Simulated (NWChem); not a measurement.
Molecule: PbNH$_{3}$, singlet; SMILES [NH2][PbH]

All runs: NWChem. Low-valent species are run as closed-shell singlets; no triplet was tried in these runs. The geometry was optimised at PBE0/def2-SVP. def2 effective core potentials on Pb; no spin-orbit coupling. Level: PBE0/def2-SVPD; the question gives the wavelength of the field.

What does the run give for field 1065 nm? Quantities: isotropic polarisability (bohr³); anisotropy (bohr³).

The isotropic polarisability (bohr³) comes out as 59.4. The anisotropy (bohr³) comes out as 22.9.
